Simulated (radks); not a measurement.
Numerical settings for neutral tungsten, [Xe] 4f14 5d4 6s2. Method: Dirac Kohn-Sham, PBE, spin-unpolarised, spherical densities, point nucleus; open shells fill j = l - 1/2 first; computed with a radial shooting solver on a logarithmic mesh with Libxc functionals. The defaults (mesh step 0.008 in ln r, mesh end at 40 bohr or more with all orbitals vanishing there, Anderson mixing 0.5 over 9 steps, residual threshold near 1e-9 with the energy settled to 1e-9 hartree or 1e-11 of itself, here a cap of 57 iterations) give E = -16165.9372 hartree and 5d3/2 at -4.646 eV in 15 iterations. Times are rough (one thread of a shared host). Changes against that run (0 stands for a change within the tolerance of the run):

| setting | iterations | converged | E (mhartree) | e(5d3/2) (meV) | CPU (s) |
|---|---|---|---|---|---|
| mesh step in ln r 0.2 | 4 | no | diverged | - | 0.01 |
| mesh step in ln r 0.05 | 15 | yes | +0.0395 | -0.00287 | 0.05 |
| mesh step in ln r 0.08 | 9 | no | diverged | - | 0.05 |
| mesh end (bohr) 2 | 14 | level above zero | +1.77e+04 | +7.21e+04 | 0.14 |
| mesh end (bohr) 400 | 15 | yes | 0 | 0 | 0.21 |
| residual threshold 1e-16 | 57 | no | 0 | 0 | 0.39 |
| residual threshold 0.1 | 10 | yes | 0 | -0.459 | 0.16 |
| mixing 0.05 | 23 | yes | 0 | 0 | 0.29 |
| linear mixing, mixing 0.05 | 57 | no | +0.613 | -123 | 0.62 |
| linear mixing, mixing 0.5 | 30 | yes | 0 | 0 | 0.32 |
| mixing history 20 | 22 | yes | 0 | 0 | 0.26 |
| iteration cap 3 | 3 | no | +30.5 | +509 | 0.06 |

Settled on a wrong energy, with an occupied level pushed above zero by the early mesh end: mesh end (bohr) 2 (+17.7 hartree). Apart from these: no run marked as converged misses the energy by more than 1 mhartree. A mesh that ends early acts as a hard wall.
